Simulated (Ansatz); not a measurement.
Species: sum formula GaH$_{2}$Br, net charge 0, singlet state. 
Coordinates optimised at B3LYP-D3(BJ)/def2-TZVP (Ansatz, a program for electronic structure):
```
Ga
H 1 1.5575
H 1 1.5575 2 129.45
Br 1 2.3133 2 115.27 3 -180.00
```
Charge 0, spin multiplicity 1.

Computed values are from Ansatz. Cores are frozen in the correlated levels unless marked. Open shells are spin-unrestricted. Spin-orbit coupling is left out. Frozen are the shells of the preceding noble gas and the d and f shells that filled before the atom's block. Non-relativistic. Basis-set limits of correlation are two-point, X^-3; Hartree-Fock from the larger set (for Q and 5 zeta extrapolated as (X+1)exp(-9√X)).

### Question
What is the vertical ionisation energy (to the doublet) at CCSD(T)/CBS(aug-cc-pVTZ,aug-cc-pVQZ)?

### Answer
10.68 eV.

### Question
What is the vertical triplet-singlet gap at CCSD(T)/CBS(aug-cc-pVTZ,aug-cc-pVQZ)?

### Answer
5.19 eV.

### Question
What is the dipole moment at CCSD(T)/aug-cc-pVDZ?

### Answer
1.94 D.

### Question
What is the T1 diagnostic at CCSD/cc-pV5Z?

### Answer
0.009.

### Question
What is the atomisation energy De at CCSD(T)/CBS(cc-pVQZ,cc-pV5Z)?

### Answer
212.9 kcal/mol.
